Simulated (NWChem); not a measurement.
Ionisation of H$_{2}$ISi

```
Si
H 1 1.4960
H 1 1.4960 2 110.59
I 1 2.4418 2 109.14 3 120.06
```
Charge 0, spin multiplicity 2.

Program: NWChem. All single points use one geometry, from UPBE0/def2-SVP with def2 effective core potentials on I, a minimum by its harmonic frequencies.

Basis set: def2-TZVPD. −ε marks an orbital energy of the parent.

Effective core potentials replace the inner electrons of I; spin-orbit coupling is left out. B3LYP has NWChem's definition, with VWN1-RPA local correlation. The structure started from a generated list of species. The unpaired electrons of the parent sit in orbitals of symmetry a' (Cs labels of the run); other states weren't searched. No SCF solution was tested for a lower state.

### Question
Order these methods by the first vertical ionisation energy they give, lowest first: G0W0@PBE0, −ε(alpha HOMO) of TPSS, G0W0@PBE, −ε(alpha HOMO) of B3LYP, evGW@PBE0, −ε(alpha HOMO) of LDA (SVWN5).

### Answer
−ε(alpha HOMO) of LDA (SVWN5) (5.33 eV), −ε(alpha HOMO) of TPSS (5.52 eV), −ε(alpha HOMO) of B3LYP (6.16 eV), G0W0@PBE (7.89 eV), G0W0@PBE0 (8.27 eV), evGW@PBE0 (8.48 eV)
